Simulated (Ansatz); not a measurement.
The same path of GeH4 + H2O (8 atoms, charge 0, multiplicity 1) was run twice with different band settings. Lost on the way: Ge1–H2, O6–H8. Made: Ge1–O6, H2–H8.

All numbers below come from Ansatz 0.2.0, RKS PBE0-D4/def2-SVP.

Relaxed end points:

```xyz
8
Properties=species:S:1:pos:R:3
Ge 0.381 0.033 -0.141
H 0.366 -0.109 1.391
H 1.852 -0.017 -0.605
H -0.240 1.367 -0.566
H -0.365 -1.149 -0.779
O -2.606 0.039 0.951
H -2.632 -0.913 0.804
H -2.223 0.118 1.831
```

```xyz
8
Properties=species:S:1:pos:R:3
Ge -0.189 -0.074 -0.815
H -1.256 0.532 3.441
H 1.137 -0.648 -0.272
H -0.100 1.442 -1.020
H -0.567 -0.793 -2.127
O -1.496 -0.282 0.387
H -1.665 -1.206 0.600
H -1.331 0.399 2.693
```

Common settings: climbing image yes; spring 5.0 eV/Å²; optimiser quadratic models (default); start path through a guess of the saddle point; force threshold 0.03 eV/Å; iteration limit 60; end points relaxed.

| run | movable images |
| --- | --- |
| 1 | 9 |
| 2 | 2 |

Question: What does each run give, and how far can it be trusted?

Answer: Run 1: converged after 29 iterations, highest image 1.943 eV above the first end. A vibrational analysis at the climbing image gives one clearly imaginary mode, 1345i cm⁻¹: a first-order saddle point.
Run 2: converged after 21 iterations, highest image 1.943 eV above the first end. Neighbouring images differ by up to 1.9 eV, so the band resolves the path poorly. Another band between the same ends (9 images) ends at a top of the same energy, where a vibrational analysis finds 1 clearly imaginary mode. So few images can step over the top or miss a turn of the path.
The orbitals stay closed-shell, which can raise the energy where a bond breaks towards radicals; this wasn't checked here.
